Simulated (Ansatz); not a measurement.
H$_{2}$MoO$_{4}$, charge +1, doublet, at a GFN2-xTB geometry (such geometries of metal compounds can be far from the true shape) (the multiplicity is a formal guess) (core potentials on Mo). Base run: BLYP/def2-SVP (Ansatz, an electronic-structure program).

Input for Ansatz:
Ansatz 0.2 input:
```yaml
crystal:
  periodic: [false, false, false]
  atoms:
    - {symbol: Mo, position_ang: [0.02200541, 0.00039850, 0.00270711]}
    - {symbol: O, position_ang: [1.14949341, 0.77607800, -0.94994252]}
    - {symbol: O, position_ang: [0.91200316, -0.73874567, 1.20354810]}
    - {symbol: O, position_ang: [-0.79524659, -1.18535165, -0.92150949]}
    - {symbol: H, position_ang: [-1.18774506, -1.89469755, -1.46376796]}
    - {symbol: O, position_ang: [-1.03658332, 1.15217843, 0.69615754]}
    - {symbol: H, position_ang: [-1.57381537, 1.84468753, 1.12404044]}
basis:
  gaussian:
    orbitals: def2-SVP
hamiltonian:
  xc: blyp
total_charge: 1
magnetization: {spin_polarized: true, initial_magnetization: 1}
```

The base run was repeated with changes; each row names its change, and settings that it needs were set with it.

```csv
change,ΔE vs base (kcal/mol)
base,0.000
lower_state_search = off,0.000
accuracy = high,0.000
nuclear_model = gaussian,0.030
"point_charge = charge:1.0 position_ang:0.5064, 5.2844, 1.2002",60.89
"point_charge = charge:-1.0 position_ang:-4.0135, 1.7913, -3.7454",-60.26
"point_charge = charge:0.5 position_ang:2.8987, -2.0345, 3.9015",26.91
fitting.mean_field = def2-universal-JKFIT,-0.055
"final_grid = 14, 28, 59",-0.001
lower_state_search = light,0.000
forces = on,0.000
```
